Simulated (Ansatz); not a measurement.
Basis-set extrapolation for CH$_{5}$AlBClO (PBE0-D4/def2-TZVP geometry, frozen core, Ansatz 0.2.0). Multiplicity 1, RHF reference.

|  | def2-TZVPP | def2-QZVPP |
| --- | --- | --- |
| HF | -841.985016 | -842.012040 |
| MP2 correlation | -0.780214 | -0.842445 |
| CCSD(T) correlation | -0.858527 | not run |

Energies in hartree. Use E(X) = E(∞) + A·exp(−7.88·√X) for Hartree–Fock and E(X) = E(∞) + B·X^(−2.97) for correlation, with X = 3 and 4, and add CCSD(T) minus MP2 of the smaller set to the MP2 limit.

Task: What is the CCSD(T) energy at the basis-set limit?

Result: HF limit: -842.012040 + (-0.027024) × 0.13774 = -842.01576. MP2 limit: -0.842445 + (-0.062231) × 0.74074 = -0.88854. Higher-order term: -0.858527 − (-0.780214) = -0.07831. Total: -842.98261 hartree, 3.78 eV below CCSD(T)/def2-TZVPP.
